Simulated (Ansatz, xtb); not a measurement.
**HNOZn: which of two structures lies lower**

Structure X: a singlet given by its coordinates. Structure Y: the triplet with the links of `O=[N][ZnH]`. Both are isolated molecules in the gas phase, relaxed with r2SCAN-D4/def2-TZVP.

X (Å):

```yaml
atoms:
  - { symbol: N, position_ang: [-0.4521, 0.3659, 0.4639] }
  - { symbol: O, position_ang: [-1.4861, -0.1581, 0.0755] }
  - { symbol: Zn, position_ang: [1.4652, 0.1786, -0.7245] }
  - { symbol: H, position_ang: [-0.5265, 1.4266, 0.3515] }
```

Close contacts (Å): N1–O2 1.22, N1–Zn3 2.26, N1–H4 1.07.

Y (Å):

```json
{"atom": "N", "x (Å)": "-2.4019", "y (Å)": "-0.9430", "z (Å)": "-1.0313"}
{"atom": "O", "x (Å)": "-3.5175", "y (Å)": "-1.2576", "z (Å)": "-1.3751"}
{"atom": "Zn", "x (Å)": "-0.8150", "y (Å)": "-0.2060", "z (Å)": "-1.5773"}
{"atom": "H", "x (Å)": "0.5580", "y (Å)": "0.3649", "z (Å)": "-1.8110"}
```

Estimate E(Y) − E(X) at the level CCSD(T)/def2-TZVPP.

Calculated at CCSD(T)/def2-TZVPP: E(Y) − E(X) = −0.160 eV, so structure Y lies lower.

How the difference moves with the method:

| level | geometry | E(Y) − E(X) (eV) | departure from the last row (eV) | job, with rough time for the two |
| --- | --- | --- | --- | --- |
| r2SCAN-D4/def2-TZVP | r2SCAN-D4/def2-TZVP | −0.457 | −0.297 | optimisation, 89 s |
| HF/def2-TZVPP | r2SCAN-D4/def2-TZVP | −1.267 | −1.107 | part of the CCSD(T) run |
| MP2/def2-TZVPP | r2SCAN-D4/def2-TZVP | −0.152 | +0.008 | part of the CCSD(T) run |
| CCSD(T)/def2-TZVPP | r2SCAN-D4/def2-TZVP | −0.160 |  | single point, 96 s |

The levels shown agree on the order. The largest departure from CCSD(T)/def2-TZVPP is that of HF/def2-TZVPP, 1.107 eV. Levels run at GFN2-xTB geometries aren't shown. The triplet state of Y needn't be its ground state.

With harmonic frequencies from r2SCAN-D4/def2-TZVP (ideal gas, rigid rotor, one conformer each, 298.15 K, 1 atm): on the last row, ΔE + ΔZPE = −0.256, ΔH = −0.252, ΔG = −0.260 eV.

Open shells are spin-unrestricted. The correlated steps freeze 7 core orbitals; the last core shell of Zn is correlated, in a basis made for valence electrons. ΔG holds the spin degeneracy. Mirror images aren't counted in ΔG. Programs: Ansatz 0.2.0; the last row on 2 threads of Arm Neoverse V1 on a shared host.
